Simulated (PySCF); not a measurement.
Species: C5H8N2.
Structure used (GFN2-xTB), in Å, numbered top down from 1:
```
atom  x, y, z in Å
C1     2.4372    0.5529   -0.0561
C2     1.1406    0.6830    0.1548
C3     0.1094   -0.3084   -0.2790
C4    -0.8952    0.3037   -1.2427
N5    -2.1020    0.1718   -0.8767
N6    -2.1781   -0.5642    0.2536
C7    -0.8478   -0.7543    0.8467
H8     3.1435    1.3015    0.2595
H9     2.8475   -0.3108   -0.5535
H10    0.7502    1.5599    0.6562
H11    0.5980   -1.1671   -0.7498
H12   -0.6284    0.7930   -2.1584
H13   -2.9432   -0.3081    0.8604
H14   -0.7168   -0.1408    1.7467
H15   -0.7193   -1.8041    1.1164
```

Probes without a nucleus sit at each ring's centroid and 1 Å off its mean plane on both sides; NICS is minus the shielding there, NICSzz its component along the normal. Level: GIAO PBE0/pcSseg-1 (PySCF, non-relativistic, gas phase) on the GFN2-xTB geometry, one conformer.

Ring bond lengths (Å), with Mayer bond orders in brackets: C3–C4 1.521 (0.96), C4–N5 1.268 (1.83), N5–N6 1.351 (1.11), N6–C7 1.469 (0.89), C7–C3 1.544 (0.99).

Q: What do the NICS probes read (ppm)?

A: 
```
          ring                                                       type  NICS(0)  NICS(1), two faces  NICS(1)zz, two faces  rms pucker (Å)  centre to ring atoms, mean (Å)
C3–C4–N5–N6–C7  5-membered ring with 2 N; formal bonds 1 double, 4 single     -3.1         -2.9 / -2.6           -5.2 / -3.8            0.05                            1.21
```

Q: What do they say, and how far can they be read as aromaticity?

A: 
- C3–C4–N5–N6–C7: mean NICS(1)zz -4.5 ppm, shielded. C3, C7 have four or more neighbours, so the value isn't read as a sign of a π ring current.

Q: What field does 7.05 T along the ring normal induce along that normal at the second NICS(1) probe listed for ring C3–C4–N5–N6–C7, 1 Å off the ring?

A: NICSzz × B0 = -3.8 ppm × 7.05 T = -27 μT, against the applied field.

Q: List the ring angles and the Hirshfeld charges of the ring atoms.

A: 
- C3–C4–N5–N6–C7: C3 99.7° (-0.030 e), C4 113.8° (-0.013 e), N5 110.6° (-0.125 e), N6 110.9° (-0.105 e), C7 103.3° (-0.025 e); sum 538.4° against 540° for a flat convex ring.
